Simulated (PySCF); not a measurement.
Compound: H11O3PSi4.
Bonds: Si1–O2, O2–Si3, Si3–O4, O4–Si5, Si3–O6, O6–Si7, Si7–P8. Hydrogens: H9, H10, H11 on Si1; H12 on Si3; H13, H14, H15 on Si5; H16, H17 on Si7; H18, H19 on P8.

The closed-shell ground state was solved at several levels (PySCF, density fitting, gas phase, non-relativistic). One conformer (not necessarily the lowest) at the PBE0-D3(BJ)/def2-SVP geometry, without solvent, vibrations or thermal averaging.

```tsv
level	basis functions	HOMO (eV)	LUMO (eV)	gap (eV)	dipole (D)
CAM-B3LYP/def2-SVPD	277	-8.89	0.53	9.42	1.46
HF/pcSseg-1	226	-10.22	2.85	13.07	2.06
```

(1) Estimate the row for PBE0/pcSseg-1, a basis of 226 functions; the other rows only guide the guess.

(2) Over all these levels, which gives the widest orbital gap and which the narrowest?

(3) How far do the dipole and the HOMO energy spread over the levels?

## Answers

(1) HOMO -7.66 eV, LUMO -0.34 eV, gap 7.32 eV, dipole 1.96 D.

(2) HF/pcSseg-1 (Hartree–Fock, all exact exchange) has the widest, 13.07 eV, and PBE0/pcSseg-1 (global hybrid, 25 % exact exchange) the narrowest, 7.32 eV. The two share the basis. From the narrowest to the widest the HOMO moves by -2.56 eV and the LUMO by +3.19 eV. The HOMO need not be the same orbital at Hartree–Fock and at DFT levels.

(3) The dipole runs from 1.46 to 2.06 D (mean 1.83 D) and the HOMO from -10.22 to -7.66 eV.
